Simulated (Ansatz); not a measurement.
**One molecule, several partners**

CH₄ beside different partners, each pair relaxed from a docking trial to one local arrangement, named by its closest contact against the van der Waals radii; a more strongly bound one may exist. Pairs that react, share a proton or have a doubtful reference are left out. Counterpoise interaction energies from the frozen fragments; negative means bound. Gas-phase electronic energies, without zero-point energy, by CCSD(T) at an estimated basis limit (MP2 extrapolated from triple and quadruple zeta, plus CCSD(T) − MP2 in triple zeta); Ansatz 0.2.0, def2-TZVPPD and QZVPPD, frozen cores, on PBE0-D4/def2-TZVP (TZVPD for anions) structures. Extrapolation: Hartree–Fock as exp(−7.88 √X), correlation as X^−2.97.

```csv
partner,"closest contact, atom of CH₄ first (Å)",interaction energy (kcal/mol)
H₃O⁺,C···H 1.83,?
H₂,C···H 3.33,-0.20
Br⁻,H···Br 2.84,-2.57
HBr,C···H 2.58,-1.11
F⁻,H···F 1.81,-7.17
CH₂O (SMILES C=O),C···C 3.47,-0.80
```

Question: What is the interaction energy with H₃O⁺? (Judge from chemistry; the value comes from the calculation.)

Answer: Computed: -11.31 kcal/mol. It counts from the two fragments frozen as in the pair.

Question: Which of these pairs would not bind at these structures without electron correlation? (Judge from chemistry; the calculation decides.)

Answer: Computed: HBr, CH₂O (SMILES C=O), H₂: the Hartree–Fock interaction is repulsive at this distance, so correlation does the binding there; at its own, longer distance Hartree–Fock may still bind a polar pair.

T1 diagnostic: at most 0.023. The filled d shells of Br are correlated in sets not built for that, so values that involve them are less sure.

For scale, one of the runs: CCSD(T)/def2-TZVPPD, 216 basis functions, launched by `ansatz run in.yaml --threads 2 --pin off --events-out ev --progress --plain --max-ram 5222MiB`. Time: 48 s of wall clock on 2 CPU threads of an AMD EPYC 9R14; the host was shared. Peak host memory: 3.3 GiB.
